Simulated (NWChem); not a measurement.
**Basis-set convergence for diantimony (Sb₂)**

```xyz
2

Sb     0.0000     0.0000     1.2515
Sb     0.0000     0.0000    -1.2515
```
Charge 0, spin multiplicity 1.

Program: NWChem. The geometry was optimised at B3LYP/def2-SVP with def2 effective core potentials on Sb, a minimum by its harmonic frequencies.

Quantity: LUMO energy at the level B3LYP.

Effective core potentials replace the inner electrons of Sb; spin-orbit coupling is left out. B3LYP has NWChem's definition, with VWN1-RPA local correlation.

```
basis       functions  LUMO energy (eV)
----------  ---------  ----------------
def2-SVP           52        (withheld)
def2-SVPD          64        (withheld)
def2-TZVPP        100             -3.04
def2-TZVP         100             -3.04
def2-TZVPD        112             -3.06
def2-QZVP         164             -3.07
```

Fill in the missing entries.


- def2-SVP, LUMO energy (eV): -2.94
- def2-SVPD, LUMO energy (eV): -2.97
